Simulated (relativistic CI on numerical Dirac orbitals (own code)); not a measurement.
## Hyperfine structure of Tc19+, mass number 99

Method of calculation: Dirac-Coulomb-Breit CI, KLI orbitals optimised for each configuration, model QED (radiative potential, 1s self-energy scaled to tabulated hydrogen-like ionisation energies), unscaled Slater integrals (own radial code, finite nucleus).

Configuration list (outside the closed core [Ne]): 3s2.3p6.3d6, 3s2.3p5.3d7, 3s2.3p4.3d8, 3s.3p6.3d7, 3p6.3d8, 3s.3p5.3d8, 3s2.3p6.3d5.4s, 3s2.3p6.3d5.4p, 3s2.3p6.3d5.4d, 3s2.3p6.3d5.4f, 3s2.3p4.3d7.4s, 3s2.3p5.3d6.4s, 3s2.3p6.3d4.4s2, 3s2.3p6.3d5.5s, 3s2.3p6.3d5.5p, 3s.3p6.3d6.4s. Levels of other configurations are missing.

Nuclear spin I = 9/2, μ = 5.678 μN, Q = -0.129 b (tables of Stone and Pyykkö). The electronic factors are computed for point nuclear moments, without core polarisation or the Bohr-Weisskopf and QED corrections.

```
           Level  E (cm⁻¹)  A (MHz)  B (MHz)
3s2.3p6.3d6 5D_4       0.0     5482    -1260
3s2.3p6.3d6 5D_3   18623.0     3991     -283
3s2.3p6.3d6 5D_2   21332.5     4735      278
3s2.3p6.3d6 5D_1   29645.1     4222      420
3s2.3p6.3d6 3P_2   75383.6     3199      257
3s2.3p6.3d6 3H_6   82438.5     8270      746
3s2.3p6.3d6 3H_5   83250.4     7727     -299
3s2.3p6.3d6 3F_3   93112.8     8912     -629
```

Levels with J = 0, under 50 % of one LS term, or S terms without an open s electron are left out. Small factors come from cancelling terms and can be off by tens of per cent or more.

At this charge energies of transitions that change n are usually good to better than 1 %, and those within a shell (Δn = 0) to a few per cent. Terms inside the open d or f shell come out 10 to 20 % too wide with unscaled integrals.

(1) Give the hyperfine levels of 3s2.3p6.3d6 5D_4 relative to its centre of gravity.

## Answers

(1) With K = F(F + 1) − I(I + 1) − J(J + 1), E = AK/2 + B[¾K(K + 1) − I(I + 1)J(J + 1)]/[2I(2I − 1)J(2J − 1)]: F = 1/2: -121200, F = 3/2: -112800, F = 5/2: -98960, F = 7/2: -79560, F = 9/2: -54690, F = 11/2: -24390, F = 13/2: 11260, F = 15/2: 52210, F = 17/2: 98360 MHz.

LS names give the leading component of a level, which can be under half, so a name can repeat, a term be missing and a line seem to break the LS rules.
